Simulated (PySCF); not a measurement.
# Ionisation energy of F⁺ by level of theory

F⁺ [He] 2s2 2p4 (3P) → F²⁺ [He] 2s2 2p3 (4S), as a difference of total energies. All numbers are calculated (PySCF 2.14, the spin-free X2C one-electron Hamiltonian (Gaussian nucleus), in dyall-acv3z (15s9p4d2f, 76 functions)). Correlated levels: valence: 1s2 frozen; valence and next inner shell: nothing frozen; virtual orbitals above 40 to 60 times the deepest correlated orbital energy dropped. The calculations carry no spin-orbit coupling.

```csv
method,ionisation energy (eV)
UHF,33.377
LDA,35.269
PBE,35.414
PBE0,35.242
r2SCAN,35.111
revPBE,35.335
BLYP,35.521
M06-L,35.132
CAM-B3LYP,35.484
MP2 (valence),34.634
SCS-MP2 (valence),34.744
MP2 (valence and next inner shell),34.656
SCS-MP2 (valence and next inner shell),34.753
```

**Question.** How much does correlation contribute at MP2 (valence and next inner shell)?

**Answer.** 34.656 − (33.377) = 1.279 eV, measured against UHF.

Errors of the correlated levels include the incompleteness of this basis and the frozen core.

For comparison: 34.950 eV (measured; NIST levels, between the centres of gravity of the two terms).
